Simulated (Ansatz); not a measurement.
Process, species as SMILES: CCCC(C)=O + H+ -> CCCC(C)=[OH+]
Each molecule is optimised on its own at B3LYP-D3(BJ)/def2-TZVP (Ansatz, a first-principles code), one conformer each, not searched for the lowest.

Quantity: proton affinity (electronic energy difference), positive where the reaction releases energy, in kcal/mol. Cores are frozen in the correlated levels unless marked. No spin-orbit coupling. Non-relativistic. Basis-set limits of correlation are two-point, X^-3; Hartree-Fock from the larger set.

| level | program | proton affinity (kcal/mol) |
|---|---|---|
| B3LYP-D4/def2-TZVPD | Ansatz + dftd4 | 205.4 |
| B3LYP/def2-TZVPD | Ansatz | 206.0 |

Estimate the value at CCSD(T)/CBS(cc-pVTZ,cc-pVQZ) as computed with Ansatz.

204.3 kcal/mol, so B3LYP/def2-TZVPD differs from it by 1.7 kcal/mol.
